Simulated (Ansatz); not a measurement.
Molecule: sum formula H$_{5}$Si$_{2}$O$_{2}$, charge 0, multiplicity 2. It need not be the lowest isomer of its formula. 
Coordinates optimised at B3LYP-D3(BJ)/def2-TZVP (Ansatz, a first-principles code):
```
Si
O 1 1.6582
H 2 0.9636 1 118.61
O 1 1.6624 2 110.65 3 -29.06
H 4 0.9617 1 119.06 2 -66.62
Si 1 2.3694 2 111.65 3 87.41
H 6 1.4819 1 109.09 2 177.59
H 6 1.4820 7 109.02 1 117.90
H 6 1.4869 7 109.16 8 118.75
```
Charge 0, spin multiplicity 2.

Basis-set convergence of Hartree-Fock and CCSD(T) correlation energies (hartree) with Ansatz. Cores are frozen in the correlated levels unless marked. UHF or UKS for open shells. No spin-orbit coupling. No relativistic terms.

```json
[
 {"basis": "aug-cc-pV(D+d)Z", "functions": "155", "E(HF)": "-730.58810", "E(corr, CCSD(T))": "-0.65540"},
 {"basis": "aug-cc-pV(T+d)Z", "functions": "317", "E(HF)": "-730.65751", "E(corr, CCSD(T))": "-0.78734"},
 {"basis": "aug-cc-pV(Q+d)Z", "functions": "568", "E(HF)": "-730.67426", "E(corr, CCSD(T))": "-0.83048"}
]
```

Extrapolating the two largest sets (X = 3 and 4) as X^-3: E(corr) = (64·(-0.83048) - 27·(-0.78734))/37 = -0.8620 Eh, an estimate of the basis-set limit. The largest set recovers 96.3 % of it, the smallest 76.0 %.
